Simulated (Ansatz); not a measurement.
`CC(C)[O][Cd][NH2]` + `C[S][AlH][F]` → `C[S][Cd][NH2]` + `CC(C)[O][AlH][F]`  (redistribution)

Gas-phase electronic energies from Ansatz, PBE0-D4/def2-TZVP geometries. CCSD(T)/CBS is the MP2 limit (def2-TZVPP, def2-QZVPP) plus CCSD(T) − MP2 in def2-TZVPP, frozen cores. This one scheme is used for every species. Functionals use def2-TZVPP. def2 core potentials past Kr. For Cd outer-core shells are correlated without core-valence functions, which leaves a few kJ/mol of doubt a bond. Each species was taken in one conformer, which may not be the lowest.

CCSD(T)/CBS gives -102.6 kJ/mol.

Task: Another level gave -110.3 kJ/mol. Which?
A. LC-ωPBE/def2-TZVPP
B. CCSD(T)/def2-TZVPP
C. CAM-B3LYP/def2-TZVPP
D. revPBE-D4/def2-TZVPP

Result: C. CAM-B3LYP -110.3, LC-ωPBE -102.9, revPBE-D4 -87.4, CCSD(T)/def2-TZVPP -98.8 kJ/mol.

Largest T1 diagnostic among the species: 0.015.

From r2SCAN to r2SCAN0 (25 % exact exchange), in def2-TZVPP and without D4, ΔE moves by −8.3 kJ/mol. Leaving LDA and LC-ωPBE aside and taking each functional with its dispersion term where it has one, the values, not all of them listed here, spread over 27.0 kJ/mol, from BHLYP-D4 to revPBE-D4.
